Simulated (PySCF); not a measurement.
# Bond curve of CsAs

Set-up: PySCF, scalar-relativistic core potentials, basis sets Cs def2-SVP with ECP46, As def2-SVP. Energies in eV from Cs + As in their ground configurations at the same level. All curves are PBE0. state 1: ³Σ⁻ (triplet), unpaired electrons π ↑↑; state 2: ³Π (triplet), unpaired electrons σ ↑, π ↑, a second solution, started from another occupation; state 3: Ms = 0 determinant of mixed spin (⟨S²⟩ near 1.0), unpaired electrons π ↑↓, a mixture of terms (⟨Lz²⟩ = 2.0), a second solution, started from another occupation; state 4: Ms = 0 determinant of mixed spin (⟨S²⟩ near 1.0), unpaired electrons σ ↓, π ↑, a second solution, started from another occupation.

```tsv
R (Å)	state 1	state 2	state 3	state 4
2.970	-0.747	-0.7989	-0.4144	-0.4712
3.109	-0.990	-0.8977	-0.6557	-0.5709
3.247	-1.121	-0.9162	-0.7827	-0.5918
3.350	-1.165	-0.8937	-0.8241	-0.5716
3.454	-1.176	-0.8490	-0.8316	-0.5292
3.558	-1.163	-0.7884	-0.8137	-0.4710
3.696	-1.118	-0.6908	-0.7618	-0.3764
3.869	-1.035	-0.5527	-0.6673	-0.2416
4.076	-0.918	-0.3768	-0.5308	-0.0690
4.352	-0.760	-0.1421	-0.3349	0.1616
```

Q: Put a parabola through the three lowest points of the state 1 curve and estimate Re, k and ωe (reduced mass 47.91 u; 1 eV/Å² = 0.16022 mdyn/Å; ωe = 1302.8·√(k/μ) cm⁻¹).

A: Through R = 3.35, 3.454, 3.558 Å the second-order coefficient is 1.11 eV/Å², so Re ≈ 3.450 Å, k ≈ 0.356 mdyn/Å and ωe ≈ 112 cm⁻¹. A polynomial fit of higher order to the unrounded PBE0 energies gives Re = 3.444 Å, k = 0.376 mdyn/Å, ωe = 115 cm⁻¹; anharmonicity and rounding make the difference.

The higher-order fit for each curve: state 1: Re = 3.444 Å, ωe = 115 cm⁻¹, De = 1.18 eV; state 2: Re = 3.217 Å, ωe = 131 cm⁻¹, minimum 0.92 eV below the ground-state fragments; state 3: Re = 3.429 Å, ωe = 120 cm⁻¹, minimum 0.83 eV below the ground-state fragments; state 4: Re = 3.223 Å, ωe = 129 cm⁻¹, minimum 0.59 eV below the ground-state fragments.

⟨S²⟩ of the unrestricted solution departs from its pure value on part of the curve, where spin states mix. Spin–orbit coupling is left out, which matters for elements this heavy, above all for dissociation energies. The state is the lowest determinant that a PBE0 search found; another state may lie lower at other levels.
